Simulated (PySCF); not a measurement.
BH, SMILES [BH] (connectivity only; charge and spin as stated), neutral, multiplicity 1. The structure is a stationary point at PBE0-D3(BJ)/def2-TZVPD.

TDA-LC-ωPBE/def2-TZVPD run with PySCF 2.14.0 puts the lowest singlet excitations at 2.77, 2.77, 6.54, 8.94, 9.14, 9.24 eV and the lowest triplet (TDA) at 0.79 eV.

What are the lowest singlet roots from EOM-CCSD/aug-cc-pVDZ in PySCF 2.14.0? (Estimate from the structure and the level; the computed values follow.)

2.97, 2.97, 6.50, 7.43, 7.62, 7.62 eV; triplets 1.32, 1.32, 5.58 eV. S1 differs by 0.20 eV (second minus first; roots are paired by order, and the bases may differ).
